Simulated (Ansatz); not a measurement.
Stepwise reaction of `O[SiH2]N[SiH](O)O` with hydrogen fluoride, as a gas-phase model of exchange steps in deposition or etching. ΔE in kJ/mol.

Isolated molecules relaxed with PBE0-D4/def2-TZVP in Ansatz; ΔE leaves out vibrations. CBS: MP2 limit from def2 TZ/QZ plus the TZ coupled-cluster correction, frozen cores. This one scheme is used for every species. DFT in def2-TZVPP. B3LYP here is the variant with VWN-RPA as its local correlation; programs differ in this. One conformer a species, not always the lowest.

```
step                                               reaction  PBE-D4  B3LYP-D4  ωB97M-V  CCSD(T)/CBS
   1  `O[SiH2]N[SiH](O)O` + H–F → `O[SiH](O)N[SiH2]F` + H₂O   -39.0     -41.7    -41.9        -41.5
   2  `O[SiH](O)N[SiH2]F` + H–F → `O[SiH](F)N[SiH2]F` + H₂O   -39.5     -41.9    -41.5        -42.7
```

Question: Give the row of step 3, `O[SiH](F)N[SiH2]F` + H–F → `F[SiH2]N[SiH](F)F` + H₂O. (An estimate is asked.)

Answer: Computed: 
| step | reaction | PBE-D4 | B3LYP-D4 | ωB97M-V | CCSD(T)/CBS |
| --- | --- | --- | --- | --- | --- |
| 3 | `O[SiH](F)N[SiH2]F` + H–F → `F[SiH2]N[SiH](F)F` + H₂O | -40.3 | -42.8 | -42.5 | -41.7 |

Question: By hand: ΔE of the 3 steps together at CCSD(T)/CBS.

Answer: (-41.5) + (-42.7) + (-41.7) = -125.9 kJ/mol, or -42.0 kJ/mol a step.

In ΔE the steps differ by no more than 1.2 kJ/mol. All are downhill at CCSD(T)/CBS. PBE-D4 differs from CCSD(T)/CBS by 1.4 to 3.2 kJ/mol a step. Isolated molecules leave out the surface, adducts and barriers. Largest T1 diagnostic: 0.012.
